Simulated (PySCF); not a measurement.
BrH2InO2, SMILES [OH][In]([OH])[Br]. Atoms are numbered in the order given.

```xyz
6

In    -0.0021     0.6714     0.0000
Br    -0.0178    -1.8141     0.0000
O     -1.7353     1.6575     0.0000
H     -1.5780     2.6139     0.0000
O      1.7131     1.7017     0.0000
H      2.4806     1.1110     0.0000
```

The structure is a stationary point at B3LYP-D3(BJ)/def2-SVP. The structure was generated by enumeration; whether it is a known compound was not checked. The def2 effective core potentials stand for the cores of In; spin–orbit coupling is left out. The values are those of a single conformer.

These are TDA-B3LYP/def2-SVPD (PySCF) values and carry that method's errors.

Vertical excitations. Gas-phase values at a fixed geometry. State labels are in the subgroup Cs.

Computed lowest excited states:
```csv
state,symmetry,energy (eV),λ (nm),f,main pairs
S1,A",4.45,279,0.001,HOMO−1→LUMO 98 %
S2,A',4.46,278,0.025,HOMO→LUMO 96 %
S3,A",4.54,273,0.000,HOMO−2→LUMO 99 %
S4,A",5.17,240,0.051,HOMO−3→LUMO 98 %
S5,A',5.60,221,0.080,"HOMO−4→LUMO 62 %, HOMO−2→LUMO+1 20 %"
S6,A',5.77,215,0.054,"HOMO−5→LUMO 55 %, HOMO−1→LUMO+1 28 %, HOMO−2→LUMO+1 8 %"
S7,A",5.90,210,0.000,HOMO→LUMO+1 100 %
S8,A',6.49,191,0.149,"HOMO−1→LUMO+1 47 %, HOMO−6→LUMO 18 %, HOMO−3→LUMO+1 15 %, HOMO−5→LUMO 8 %"
S9,A",6.71,185,0.001,HOMO−4→LUMO+1 98 %
S10,A',6.94,179,0.188,"HOMO−2→LUMO+1 46 %, HOMO−4→LUMO 14 %, HOMO−3→LUMO+1 9 %, HOMO−6→LUMO 7 %"
T1,A',4.01,309,0,HOMO→LUMO 95 %
T2,A",4.13,300,0,HOMO−1→LUMO 96 %
T3,A",4.17,298,0,HOMO−2→LUMO 97 %
T4,A',4.64,267,0,HOMO−4→LUMO 94 %
```
Triplets are in the Tamm–Dancoff approximation.
